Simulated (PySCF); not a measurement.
**How methods differ on the excitation energy of Rh**

Rh [Kr] 4d8 5s1 (4F) → Rh [Kr] 4d9 (2D), as a difference of total energies. All numbers are calculated (PySCF 2.14, scalar relativity by spin-free X2C-1e, in ANO-RCC-VTZP (7s6p4d2f1g, 68 functions)). Correlated levels: valence and next inner shell: [Ar] 3d10 frozen. The calculations carry no spin-orbit coupling.

| method | excitation energy (cm⁻¹) |
| --- | --- |
| UHF | 13169 |
| MP2 (valence and next inner shell) | 1111.6 |
| SCS-MP2 (valence and next inner shell) | 1450.4 |
| CCSD (valence and next inner shell) | 5197.9 |
| CCSD(T) (valence and next inner shell) | 4216.7 |

Errors of the correlated levels include the incompleteness of this basis and the frozen core.

The coupled-cluster amplitudes are large for the upper state (T1 above 0.03 or a double amplitude above 0.15), so a single reference is strained.

For comparison: 2759.1 cm⁻¹ (measured; NIST levels, between the centres of gravity of the two terms).
